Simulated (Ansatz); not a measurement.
```yaml
crystal:
  periodic: [false, false, false]
  atoms:
    - {symbol: Zn, position_ang: [-0.036739, -0.000922, -0.359825]}
    - {symbol: C, position_ang: [0.001182, -0.020643, 1.622864]}
    - {symbol: H, position_ang: [0.073437, 0.933767, 2.011049]}
    - {symbol: H, position_ang: [0.909170, -0.578463, 1.983343]}
    - {symbol: H, position_ang: [-0.948275, -0.500653, 1.975562]}
    - {symbol: N, position_ang: [0.052317, -0.145388, -2.061649]}
    - {symbol: H, position_ang: [0.831319, 0.149902, -2.637683]}
    - {symbol: H, position_ang: [-0.810140, 0.138432, -2.602709]}
basis:
  gaussian: {orbitals: def2-mTZVP}
hamiltonian: {xc: {name: wB97X-V}}
output: {forces: true}
```

```sh
$ ansatz run in.yaml --threads 4 --pin off --events-out ev --progress --plain --max-ram 3916MiB
```

Shortened log:

```
Functional definition: wB97X-V
874 factors; integrals over basis functions are off by at most 1.0e-3 eV
212 factors; integrals over basis functions are off by at most 6.5e-6 eV
mean field evaluation 1: about -51015.7059 eV, gradient 6.7e1 eV
mean field evaluation 2: about -51015.3150 eV, gradient 7.9e1 eV
mean field evaluation 4: about -51023.2341 eV, gradient 2.6e0 eV
mean field evaluation 8: about -51023.3617 eV, gradient 2.7e-1 eV
mean field evaluation 16: about -51023.3619 eV, gradient 8.5e-5 eV
mean field -51023.36191264 eV, -1875.0739654125 hartree, gradient 1.8e-5 eV, S^2 0.000000; 0 other end points of the search recorded, 0 dependent functions left out
reference -51023.36191065 eV, -1875.0739653397 hartree; 24, 24 occupied and 62, 62 virtual orbitals, 874 factors
Total energy: -51023.36191065 eV, -1875.0739653397 hartree
Atom 0 at    -0.036739    -0.000922    -0.359825 Å, force     0.308104     0.160536     3.782772 eV/Å
Atom 1 at     0.001182    -0.020643     1.622864 Å, force    -0.118668    -2.645514    -1.319907 eV/Å
Atom 2 at     0.073437     0.933767     2.011049 Å, force    -0.015627     2.214454     0.933377 eV/Å
Atom 3 at     0.909170    -0.578463     1.983343 Å, force    -0.970109     0.201137    -0.250858 eV/Å
Atom 4 at    -0.948275    -0.500653     1.975562 Å, force     0.906541     0.260316     0.029388 eV/Å
Atom 5 at     0.052317    -0.145388    -2.061649 Å, force    -1.533269     0.427853    -4.079876 eV/Å
Atom 6 at     0.831319     0.149902    -2.637683 Å, force     0.150849    -0.058956     0.157601 eV/Å
Atom 7 at    -0.810140     0.138432    -2.602709 Å, force     1.272178    -0.559826     0.747503 eV/Å
Dipole moment:    -0.054128     0.222758    -0.120980 e Å
```

Hardware: 4 threads of Intel Xeon on a shared host. Wall time 6.5 s.
